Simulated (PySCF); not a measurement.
HCl3Si, charge +1, sextet, at a GFN2-xTB geometry of the parent state (a state made from the parent by changing its charge; the spin is typed, not shown lowest); CAMB3LYP/def2-SVP (PySCF).

PySCF was given this input:
```python
from pyscf import gto, scf, dft

mol = gto.M(
    atom='''
Si    0.017702   -0.010163    0.302550
Cl   -1.275265   -1.481677   -0.093886
Cl   -0.655725    1.843955   -0.018427
Cl    1.910245   -0.350367   -0.242264
H     0.104852   -0.060196    1.792097
''',
    basis='def2-svp',
    charge=1,
    spin=5,
    verbose=4,
)

mf = dft.UKS(mol)
mf.xc = 'camb3lyp'
mf.kernel()
mf.analyze()
```

Output, abridged:

```
PySCF version 2.14.0

[INPUT] verbose = 4
[INPUT] num. atoms = 5
[INPUT] num. electrons = 65
[INPUT] charge = 1
[INPUT] spin (= nelec alpha-beta = 2S) = 5
[INPUT] symmetry False subgroup None
[INPUT] Mole.unit = angstrom
[INPUT] Symbol           X                Y                Z      unit          X                Y                Z       unit  Magmom
[...]
nuclear repulsion = 339.470798169739
number of shells = 35
number of NR pGTOs = 151
number of NR cGTOs = 77
basis = def2-svp
ecp = {}

******** <class 'pyscf.dft.uks.UKS'> ********
method = UKS
initial guess = minao
damping factor = 0
level_shift factor = 0
DIIS = <class 'pyscf.scf.diis.CDIIS'>
diis_start_cycle = 1
diis_space = 8
diis_damp = 0
SCF conv_tol = 1e-09
SCF conv_tol_grad = None
SCF max_cycles = 50
direct_scf = True
direct_scf_tol = 1e-13
number electrons alpha = 35  beta = 30
XC library pyscf.dft.libxc version 7.1.2
    S. Lehtola, C. Steigemann, M. J. T. Oliveira, and M. A. L. Marques,  SoftwareX 7, 1–5 (2018)
XC functionals = camb3lyp
    T. Yanai, D. P. Tew, and N. C. Handy,  Chem. Phys. Lett. 393, 51 (2004)
radial grids:
    Treutler-Ahlrichs [JCP 102, 346 (1995); DOI:10.1063/1.469408] (M4) radial grids

becke partition: Becke, JCP 88, 2547 (1988); DOI:10.1063/1.454033
pruning grids: <function nwchem_prune>
grids dens level: 3
symmetrized grids: False
atomic radii adjust function: <function treutler_atomic_radii_adjust>
small_rho_cutoff = 0
Set gradient conv threshold to 3.16228e-05
tot grids = 85632
init E= -1670.75997782463

cycle= 1 E= -1669.27281503819  delta_E= 1.49  |g|= 0.239  |ddm|= 4.05

cycle= 2 E= -1669.24640379919  delta_E= 0.0264  |g|= 0.352  |ddm|= 1.21

cycle= 3 E= -1669.32897372295  delta_E= -0.0826  |g|= 0.0681  |ddm|= 0.687

cycle= 4 E= -1669.33699136114  delta_E= -0.00802  |g|= 0.0476  |ddm|=  0.2

cycle= 5 E= -1669.34367059785  delta_E= -0.00668  |g|= 0.0274  |ddm|= 0.19

cycle= 6 E= -1669.34832861837  delta_E= -0.00466  |g|= 0.0215  |ddm|= 0.156

cycle= 7 E= -1669.35361085601  delta_E= -0.00528  |g|= 0.0154  |ddm|= 0.27

cycle= 8 E= -1669.35534675832  delta_E= -0.00174  |g|= 0.0105  |ddm|= 0.146

cycle= 9 E= -1669.3561472442  delta_E= -0.0008  |g|= 0.00741  |ddm|= 0.109

cycle= 10 E= -1669.35677601038  delta_E= -0.000629  |g|= 0.005  |ddm|= 0.144

cycle= 11 E= -1669.35699103766  delta_E= -0.000215  |g|= 0.00404  |ddm|= 0.0448

cycle= 12 E= -1669.35719788579  delta_E= -0.000207  |g|= 0.00362  |ddm|= 0.0446

cycle= 13 E= -1669.35751468422  delta_E= -0.000317  |g|= 0.00309  |ddm|= 0.0785

cycle= 14 E= -1669.35785827519  delta_E= -0.000344  |g|= 0.00256  |ddm|= 0.0839

cycle= 15 E= -1669.35811305319  delta_E= -0.000255  |g|= 0.00216  |ddm|= 0.086

cycle= 16 E= -1669.35823743235  delta_E= -0.000124  |g|= 0.00159  |ddm|= 0.0502

cycle= 17 E= -1669.35834126396  delta_E= -0.000104  |g|= 0.00148  |ddm|= 0.0585

cycle= 18 E= -1669.35839129872  delta_E= -5e-05  |g|= 0.00116  |ddm|= 0.0355

cycle= 19 E= -1669.35844375885  delta_E= -5.25e-05  |g|= 0.000988  |ddm|= 0.048

cycle= 20 E= -1669.35847696542  delta_E= -3.32e-05  |g|= 0.000928  |ddm|= 0.0372

cycle= 21 E= -1669.35850165543  delta_E= -2.47e-05  |g|= 0.000808  |ddm|= 0.0273

cycle= 22 E= -1669.35852719546  delta_E= -2.55e-05  |g|= 0.000731  |ddm|= 0.0264

cycle= 23 E= -1669.35854553849  delta_E= -1.83e-05  |g|= 0.000689  |ddm|= 0.0197

cycle= 24 E= -1669.35856308081  delta_E= -1.75e-05  |g|= 0.00063  |ddm|= 0.0177

cycle= 25 E= -1669.35859660494  delta_E= -3.35e-05  |g|= 0.000531  |ddm|= 0.0433

cycle= 26 E= -1669.35860736767  delta_E= -1.08e-05  |g|= 0.000487  |ddm|= 0.0203

cycle= 27 E= -1669.35862045037  delta_E= -1.31e-05  |g|= 0.000441  |ddm|= 0.0326

cycle= 28 E= -1669.35863092936  delta_E= -1.05e-05  |g|= 0.000423  |ddm|= 0.0332

cycle= 29 E= -1669.35863498168  delta_E= -4.05e-06  |g|= 0.000404  |ddm|= 0.0151

cycle= 30 E= -1669.35864318452  delta_E= -8.2e-06  |g|= 0.000372  |ddm|= 0.035

cycle= 31 E= -1669.35865996784  delta_E= -1.68e-05  |g|= 0.000364  |ddm|= 0.079

cycle= 32 E= -1669.3586677449  delta_E= -7.78e-06  |g|= 0.000332  |ddm|= 0.0532

cycle= 33 E= -1669.35868226308  delta_E= -1.45e-05  |g|= 0.000315  |ddm|=  0.1

cycle= 34 E= -1669.35869112077  delta_E= -8.86e-06  |g|= 0.000235  |ddm|= 0.0874

cycle= 35 E= -1669.35869533205  delta_E= -4.21e-06  |g|= 0.000196  |ddm|= 0.0497

cycle= 36 E= -1669.35870159233  delta_E= -6.26e-06  |g|= 0.000299  |ddm|= 0.101

cycle= 37 E= -1669.35870237316  delta_E= -7.81e-07  |g|= 0.000215  |ddm|= 0.0139

cycle= 38 E= -1669.35870451543  delta_E= -2.14e-06  |g|= 0.000165  |ddm|= 0.0488

cycle= 39 E= -1669.35870600606  delta_E= -1.49e-06  |g|= 0.00019  |ddm|= 0.0456

cycle= 40 E= -1669.35870657737  delta_E= -5.71e-07  |g|= 0.000104  |ddm|= 0.019

cycle= 41 E= -1669.3587072493  delta_E= -6.72e-07  |g|= 0.000103  |ddm|= 0.024

cycle= 42 E= -1669.35870754036  delta_E= -2.91e-07  |g|= 7.67e-05  |ddm|= 0.00444

cycle= 43 E= -1669.35870787126  delta_E= -3.31e-07  |g|= 6.9e-05  |ddm|= 0.0127

cycle= 44 E= -1669.35870817853  delta_E= -3.07e-07  |g|= 5.84e-05  |ddm|= 0.0101

cycle= 45 E= -1669.35870825928  delta_E= -8.07e-08  |g|= 5.06e-05  |ddm|= 0.00246

cycle= 46 E= -1669.35870848858  delta_E= -2.29e-07  |g|= 4.49e-05  |ddm|= 0.0126

cycle= 47 E= -1669.35870857611  delta_E= -8.75e-08  |g|= 3.58e-05  |ddm|= 0.0032

cycle= 48 E= -1669.35870863821  delta_E= -6.21e-08  |g|= 3.12e-05  |ddm|= 0.00187

cycle= 49 E= -1669.35870874066  delta_E= -1.02e-07  |g|= 2.07e-05  |ddm|= 0.00859

cycle= 50 E= -1669.35870878607  delta_E= -4.54e-08  |g|= 1.41e-05  |ddm|= 0.00492
SCF not converged.
SCF energy = -1669.35870878607 after 50 cycles  <S^2> = 8.7596725  2S+1 = 6.0032233
**** SCF Summaries ****
Total Energy =                       -1669.358708786068291
Nuclear Repulsion Energy =             339.470798169739282
One-electron Energy =                -2967.980470818044978
Two-electron Energy =                  959.150963862237518
Two-electron Coulomb Energy =         1065.001336061588518
DFT Exchange-Correlation Energy =     -105.850372199350971
**** MO energy ****
                             alpha | beta                alpha | beta
[...]
To work with the spin densities directly, `use mulliken_meta_spin()` only printing them here.

 ** Mulliken spin pop alpha/beta on meta-lowdin orthogonal AOs **
 ** Mulliken Spin Density (per AO)  **
spin_pop of  0 Si 1s        0.00000
spin_pop of  0 Si 2s        0.00001
spin_pop of  0 Si 3s        0.34165
spin_pop of  0 Si 4s        0.00252
spin_pop of  0 Si 2px      -0.00001
spin_pop of  0 Si 2py       0.00002
spin_pop of  0 Si 2pz       0.00001
spin_pop of  0 Si 3px       0.05843
spin_pop of  0 Si 3py       0.58718
spin_pop of  0 Si 3pz       0.30781
spin_pop of  0 Si 4px       0.00228
spin_pop of  0 Si 4py       0.02675
spin_pop of  0 Si 4pz       0.00815
spin_pop of  0 Si 3dxy      0.01106
spin_pop of  0 Si 3dyz      0.01057
spin_pop of  0 Si 3dz^2     0.01271
spin_pop of  0 Si 3dxz      0.00272
spin_pop of  0 Si 3dx2-y2    0.01483
spin_pop of  1 Cl 1s       -0.00000
spin_pop of  1 Cl 2s       -0.00000
spin_pop of  1 Cl 3s        0.03460
spin_pop of  1 Cl 4s        0.00253
spin_pop of  1 Cl 2px       0.00001
spin_pop of  1 Cl 2py       0.00001
spin_pop of  1 Cl 2pz       0.00003
spin_pop of  1 Cl 3px       0.19463
spin_pop of  1 Cl 3py       0.23279
spin_pop of  1 Cl 3pz       0.63201
spin_pop of  1 Cl 4px       0.00117
spin_pop of  1 Cl 4py       0.00170
spin_pop of  1 Cl 4pz       0.00151
spin_pop of  1 Cl 3dxy      0.00066
spin_pop of  1 Cl 3dyz      0.00093
spin_pop of  1 Cl 3dz^2     0.00043
spin_pop of  1 Cl 3dxz      0.00261
spin_pop of  1 Cl 3dx2-y2    0.01037
spin_pop of  2 Cl 1s        0.00000
spin_pop of  2 Cl 2s        0.00000
spin_pop of  2 Cl 3s        0.06631
spin_pop of  2 Cl 4s        0.00881
spin_pop of  2 Cl 2px       0.00000
spin_pop of  2 Cl 2py       0.00001
spin_pop of  2 Cl 2pz       0.00004
spin_pop of  2 Cl 3px       0.02700
spin_pop of  2 Cl 3py       0.17453
spin_pop of  2 Cl 3pz       0.82261
spin_pop of  2 Cl 4px       0.00085
spin_pop of  2 Cl 4py       0.00352
spin_pop of  2 Cl 4pz       0.00179
spin_pop of  2 Cl 3dxy      0.00042
spin_pop of  2 Cl 3dyz      0.00237
spin_pop of  2 Cl 3dz^2     0.00079
spin_pop of  2 Cl 3dxz      0.00032
spin_pop of  2 Cl 3dx2-y2    0.00072
spin_pop of  3 Cl 1s       -0.00000
spin_pop of  3 Cl 2s       -0.00000
spin_pop of  3 Cl 3s        0.03415
spin_pop of  3 Cl 4s        0.00245
spin_pop of  3 Cl 2px       0.00000
spin_pop of  3 Cl 2py       0.00001
spin_pop of  3 Cl 2pz       0.00003
spin_pop of  3 Cl 3px       0.12241
spin_pop of  3 Cl 3py       0.28788
spin_pop of  3 Cl 3pz       0.64912
spin_pop of  3 Cl 4px       0.00166
spin_pop of  3 Cl 4py       0.00116
spin_pop of  3 Cl 4pz       0.00153
spin_pop of  3 Cl 3dxy      0.00900
spin_pop of  3 Cl 3dyz      0.00128
spin_pop of  3 Cl 3dz^2     0.00074
spin_pop of  3 Cl 3dxz      0.00250
spin_pop of  3 Cl 3dx2-y2    0.00162
spin_pop of  4 H 1s        0.26087
spin_pop of  4 H 2s        0.00518
spin_pop of  4 H 2px       0.00038
spin_pop of  4 H 2py       0.00286
spin_pop of  4 H 2pz       0.00238
 ** Mulliken Spin Density (per atom)  **
spin density of  0 Si =      1.38670
spin density of  1 Cl =      1.11598
spin density of  2 Cl =      1.11008
spin density of  3 Cl =      1.11556
spin density of  4 H =      0.27167
 ** Mulliken pop alpha/beta on meta-lowdin orthogonal AOs **
 ** Mulliken pop       alpha | beta **
In total            35.00000 | 30.00000
 ** Mulliken atomic charges   ( Nelec_alpha | Nelec_beta ) **
charge of  0Si =     -0.12872  (     7.75771      6.37101 )
charge of  1Cl =      0.37925  (     8.86836      7.75238 )
charge of  2Cl =      0.28005  (     8.91501      7.80493 )
charge of  3Cl =      0.38049  (     8.86753      7.75197 )
charge of  4H =      0.08892  (     0.59137      0.31970 )

WARN: System has nonzero charge 1; the dipole moment is origin-dependent.
Location of origin: [0. 0. 0.]

Dipole moment(X, Y, Z, Debye): -0.19644,  0.58848,  0.37302
```

The run did not converge; its last values are not results.
